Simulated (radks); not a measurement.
The nuclear charge of the ytterbium ion Yb+ is varied continuously with 69 electrons held in [Xe] 4f14 6s1. All-electron calculation, Dirac Kohn-Sham, LDA (Slater exchange, Perdew-Wang correlation), spin-unpolarised, spherical densities, point nucleus. Program: a radial shooting solver on a logarithmic mesh with Libxc functionals. By the Hellmann-Feynman theorem dE/dZ = E(electron-nucleus)/Z, the electronic potential at the nucleus.

\begin{tabular}{lrrrrr}
Z & E (hartree) & E(electron-nucleus)/Z (hartree) & HOMO & e(HOMO) (eV) & <r> HOMO (bohr) \\ \hline
69.3 & -13720.4705 & -491.269 & 4f7/2 & -0.708 & 0.9054 \\
69.4 & -13769.6528 & -492.375 & 4f7/2 & -1.654 & 0.8766 \\
69.5 & -13818.9454 & -493.477 & 4f7/2 & -2.751 & 0.8571 \\
69.6 & -13868.3481 & -494.576 & 4f7/2 & -3.952 & 0.8417 \\
69.7 & -13917.8606 & -495.674 & 4f7/2 & -5.236 & 0.8286 \\
69.8 & -13967.4828 & -496.771 & 4f7/2 & -6.588 & 0.8170 \\
69.9 & -14017.2148 & -497.868 & 4f7/2 & -8.002 & 0.8066 \\
70 & -14067.0564 & -498.964 & 4f7/2 & -9.470 & 0.7971 \\
70.1 & -14117.0076 & -500.060 & 6s1/2 & -10.315 & 3.443 \\
70.2 & -14167.0684 & -501.156 & 6s1/2 & -11.095 & 3.389 \\
70.3 & -14217.2388 & -502.252 & 6s1/2 & -11.891 & 3.337 \\
70.4 & -14267.5188 & -503.348 & 6s1/2 & -12.705 & 3.288 \\
70.5 & -14317.9085 & -504.445 & 6s1/2 & -13.535 & 3.241 \\
70.6 & -14368.4078 & -505.541 & 6s1/2 & -14.381 & 3.195 \\
70.7 & -14419.0167 & -506.638 & 6s1/2 & -15.242 & 3.152 \\
70.8 & -14469.7354 & -507.735 & 6s1/2 & -16.118 & 3.111 \\
70.9 & -14520.5638 & -508.833 & 6s1/2 & -17.009 & 3.071 \\
71 & -14571.5020 & -509.931 & 6s1/2 & -17.914 & 3.033 \\
\end{tabular}

The central difference of E at Z = 70 is -498.964 hartree, to compare with the third column; the second derivative is -11 hartree. No converged solution with all levels bound was reached at Z = 69, 69.1, 69.2.
